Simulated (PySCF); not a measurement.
Stepwise substitution at one centre (B NH2-SH). All species are isolated molecules in the gas phase. One relaxed conformer stands for each flexible species; it need not be the lowest. Strings in code marks are SMILES.

The T1 excitation (TDA) from two functionals at the same geometries (PBE0-D4/def2-TZVP), both in PySCF: PBE-D3(BJ)/def2-TZVP and PBE0-D4/def2-TZVP. Excitations are Tamm–Dancoff values on a coarser integration grid. The basis has no diffuse functions, so Rydberg states are missing or too high.

```json
[
 {"species": "0 of 3 NH2 replaced by SH (`NB(N)N`)", "PBE-D3(BJ)/def2-TZVP (eV)": "5.07"},
 {"species": "1 of 3 NH2 replaced by SH (`NB(N)S` (N–B–S–H torsion 180°))", "PBE-D3(BJ)/def2-TZVP (eV)": "4.97"},
 {"species": "2 of 3 NH2 replaced by SH (`SB(N)S` (S–B–S–H torsion -180°, S–B–S–H torsion 0°))", "PBE-D3(BJ)/def2-TZVP (eV)": "4.93"},
 {"species": "3 of 3 NH2 replaced by SH", "PBE-D3(BJ)/def2-TZVP (eV)": "4.48"}
]
```

**Question.** What does PBE0-D4/def2-TZVP give for each?

**Answer.** 
- 0 of 3 NH2 replaced by SH (`NB(N)N`): 5.79
- 1 of 3 NH2 replaced by SH (`NB(N)S` (N–B–S–H torsion 180°)): 5.37
- 2 of 3 NH2 replaced by SH (`SB(N)S` (S–B–S–H torsion -180°, S–B–S–H torsion 0°)): 5.36
- 3 of 3 NH2 replaced by SH: 4.84
Over these rows, drawn at random from the members with no instability flagged (it was tested for open shells, ions and some series alone), PBE minus PBE0-D4: mean -0.48 eV, from -0.72 eV to -0.37 eV.
